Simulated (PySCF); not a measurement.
CH5Cl3SSi2, singlet, geometry from GFN2-xTB; CASSCF(6,7)/STO-3G (PySCF).

Input for PySCF:
```python
from pyscf import gto, scf, mcscf
import numpy

mol = gto.M(
    atom='''
Si    0.90665733   -0.02881208    0.21081615
Cl    1.24109226   -1.63475274   -0.97589270
Cl    1.30689806    1.62792049   -0.88230117
Cl    2.12553938   -0.09891141    1.80387995
S    -1.09854518   -0.00950669    0.93473640
Si   -2.33031224    0.09227565   -0.87466472
C    -4.09901051    0.09131936   -0.21458184
H    -1.99800959   -1.08717334   -1.66760921
H    -1.95800425    1.32761375   -1.55691214
H    -4.30371176   -0.81134783    0.35512246
H    -4.81725492    0.14627364   -1.02652424
H    -4.27106978    0.93797665    0.44484830
''',
    basis='sto-3g',
    verbose=4,
)

mf = scf.RHF(mol)
mf.kernel()
mc = mcscf.CASSCF(mf, 7, 6)
mc.fix_spin_(ss=0.0)
mc.kernel()
occ = numpy.linalg.eigvalsh(mc.fcisolver.make_rdm1(mc.ci, mc.ncas, mc.nelecas))[::-1]
ss = mc.fcisolver.spin_square(mc.ci, mc.ncas, mc.nelecas)[0]
print('natural occupations', occ.round(4), ' <S^2>', round(ss, 4))
```

Question: What does PySCF print? Leave out banner, timings and long lists.

Answer: 
```
PySCF version 2.14.0

[INPUT] verbose = 4
[INPUT] num. atoms = 12
[INPUT] num. electrons = 106
[INPUT] charge = 0
[INPUT] spin (= nelec alpha-beta = 2S) = 0
[INPUT] symmetry False subgroup None
[INPUT] Mole.unit = angstrom
[INPUT] Symbol           X                Y                Z      unit          X                Y                Z       unit  Magmom
[...]
nuclear repulsion = 835.866252807241
number of shells = 38
number of NR pGTOs = 192
number of NR cGTOs = 64
basis = sto-3g
ecp = {}

******** <class 'pyscf.scf.hf.RHF'> ********
method = RHF
initial guess = minao
damping factor = 0
level_shift factor = 0
DIIS = <class 'pyscf.scf.diis.CDIIS'>
diis_start_cycle = 1
diis_space = 8
diis_damp = 0
SCF conv_tol = 1e-09
SCF conv_tol_grad = None
SCF max_cycles = 50
direct_scf = True
direct_scf_tol = 1e-13
Set gradient conv threshold to 3.16228e-05
Initial guess from minao.
init E= -2367.95272120798
[...]
cycle= 1 E= -2368.55399096117  delta_E= -0.601  |g|= 0.498  |ddm|= 4.14
[...]
cycle= 2 E= -2368.66880250812  delta_E= -0.115  |g|= 0.145  |ddm|= 1.31
[...]
cycle= 3 E= -2368.67752731452  delta_E= -0.00872  |g|= 0.0232  |ddm|= 0.306
[...]
cycle= 4 E= -2368.67798245891  delta_E= -0.000455  |g|= 0.00332  |ddm|= 0.0841
[...]
cycle= 5 E= -2368.67799289302  delta_E= -1.04e-05  |g|= 0.000749  |ddm|= 0.0133
[...]
cycle= 6 E= -2368.67799332436  delta_E= -4.31e-07  |g|= 0.000157  |ddm|= 0.00254
[...]
cycle= 7 E= -2368.67799334215  delta_E= -1.78e-08  |g|= 3.15e-05  |ddm|= 0.000501
[...]
cycle= 8 E= -2368.67799334301  delta_E= -8.54e-10  |g|= 8.08e-06  |ddm|= 0.000109
[...]
Extra cycle  E= -2368.67799334307  delta_E= -6.5e-11  |g|= 3.4e-06  |ddm|= 2.5e-05
converged SCF energy = -2368.67799334307

******** <class 'pyscf.mcscf.mc1step.CASSCF'> ********
CAS (3e+3e, 7o), ncore = 50, nvir = 7
max_cycle_macro = 50
max_cycle_micro = 4
conv_tol = 1e-07
conv_tol_grad = None
orbital rotation max_stepsize = 0.02
orbital rotation threshold for CI restart = 0.01
augmented hessian ah_max_cycle = 30
augmented hessian ah_conv_tol = 1e-12
augmented hessian ah_linear dependence = 1e-14
augmented hessian ah_level shift = 1e-08
augmented hessian ah_start_tol = 2.5
augmented hessian ah_start_cycle = 3
augmented hessian ah_grad_trust_region = 3
kf_trust_region = 3
kf_interval = 4
ci_response_space = 4
ci_grad_trust_region = 3
with_dep4 0
natorb = False
canonicalization = True
sorting_mo_energy = False
ao2mo_level = 2
internal_rotation = False
******** <class 'pyscf.fci.addons.SpinPenaltyFCISolver'> ********
max. cycles = 50
conv_tol = 1e-08
davidson only = True
linear dependence = 1e-12
level shift = 0.001
max iter space = 12
nroots = 1
pspace_size = 400
spin = None
CASCI E = -2368.68688546861  S^2 = 0.0000000
Set conv_tol_grad to 0.000316228
macro iter   1 ( 21 JK    4 micro), CASSCF E = -2368.69823209968  dE = -1.13466311e-02  S^2 = 0.0000000
               |grad[o]|=0.0136  |grad[c]|=0.0333  |ddm|=0.0401  |maxRot[o]|=0.262
macro iter   2 ( 21 JK    4 micro), CASSCF E = -2368.70767842601  dE = -9.44632632e-03  S^2 = 0.0000000
               |grad[o]|=0.0143  |grad[c]|=0.0146  |ddm|=0.0188  |maxRot[o]|=0.313
macro iter   3 ( 21 JK    4 micro), CASSCF E = -2368.71109700416  dE = -3.41857816e-03  S^2 = 0.0000000
               |grad[o]|=0.0103  |grad[c]|=0.0124  |ddm|=0.00727  |maxRot[o]|=0.301
macro iter   4 ( 21 JK    4 micro), CASSCF E = -2368.71221537922  dE = -1.11837506e-03  S^2 = 0.0000000
               |grad[o]|=0.00471  |grad[c]|=0.00433  |ddm|=0.00307  |maxRot[o]|=0.309
macro iter   5 ( 21 JK    4 micro), CASSCF E = -2368.71259201958  dE = -3.76640352e-04  S^2 = 0.0000000
               |grad[o]|=0.00265  |grad[c]|=0.0045  |ddm|=0.00265  |maxRot[o]|=0.256
macro iter   6 ( 17 JK    4 micro), CASSCF E = -2368.71244342262  dE =  1.48596956e-04  S^2 = 0.0000000
               |grad[o]|=0.00126  |grad[c]|=0.00238  |ddm|=0.00321  |maxRot[o]|=0.0758
macro iter   7 ( 21 JK    4 micro), CASSCF E = -2368.71259167445  dE = -1.48251826e-04  S^2 = 0.0000000
               |grad[o]|=0.00226  |grad[c]|=0.00347  |ddm|=0.0031  |maxRot[o]|=0.0844
macro iter   8 ( 19 JK    4 micro), CASSCF E = -2368.71261762169  dE = -2.59472449e-05  S^2 = 0.0000000
               |grad[o]|=0.00096  |grad[c]|=0.00359  |ddm|=0.00302  |maxRot[o]|=0.0382
macro iter   9 ( 19 JK    4 micro), CASSCF E = -2368.71261544700  dE =  2.17468732e-06  S^2 = 0.0000000
               |grad[o]|=0.000557  |grad[c]|=0.0037  |ddm|=0.000764  |maxRot[o]|=0.0606
macro iter  10 ( 11 JK    2 micro), CASSCF E = -2368.71262176397  dE = -6.31696275e-06  S^2 = 0.0000000
               |grad[o]|=0.000525  |grad[c]|=0.00105  |ddm|=0.000371  |maxRot[o]|=0.0195
macro iter  11 ( 17 JK    4 micro), CASSCF E = -2368.71261881470  dE =  2.94926804e-06  S^2 = 0.0000000
               |grad[o]|=0.000274  |grad[c]|=0.00197  |ddm|=0.000836  |maxRot[o]|=0.0283
macro iter  12 ( 13 JK    2 micro), CASSCF E = -2368.71262860270  dE = -9.78799744e-06  S^2 = 0.0000000
               |grad[o]|=0.000316  |grad[c]|=0.000891  |ddm|=0.000353  |maxRot[o]|=0.0283
macro iter  13 (  4 JK    1 micro), CASSCF E = -2368.71263161950  dE = -3.01680484e-06  S^2 = 0.0000000
               |grad[o]|=0.000144  |grad[c]|=0.000982  |ddm|=0.000298  |maxRot[o]|=0.0116
macro iter  14 (  3 JK    1 micro), CASSCF E = -2368.71263237441  dE = -7.54906068e-07  S^2 = 0.0000000
               |grad[o]|=0.000126  |grad[c]|=0.000539  |ddm|=0.000177  |maxRot[o]|=0.00663
macro iter  15 (  3 JK    1 micro), CASSCF E = -2368.71263262898  dE = -2.54569841e-07  S^2 = 0.0000000
               |grad[o]|=5.57e-05  |grad[c]|=0.000322  |ddm|=8.69e-05  |maxRot[o]|=0.00421
macro iter  16 (  3 JK    1 micro), CASSCF E = -2368.71263272378  dE = -9.47989065e-08  S^2 = 0.0000000
               |grad[o]|=4.25e-05  |grad[c]|=0.000197  |ddm|=6.14e-05  |maxRot[o]|=0.0026
1-step CASSCF converged in  16 macro (235 JK  48 micro) steps
CASSCF canonicalization
Density matrix diagonal elements [1.97149957 1.97196176 1.99235013 0.01751972 0.02349817 0.00696911
 0.01620154]
CASSCF energy = -2368.71263272378
CASCI E = -2368.71263272378  E(CI) = -8.19349857728321  S^2 = 0.0000000
natural occupations [1.9933e+00 1.9743e+00 1.9696e+00 3.0200e-02 2.4800e-02 6.1000e-03
 1.9000e-03]  <S^2> 0.0
```
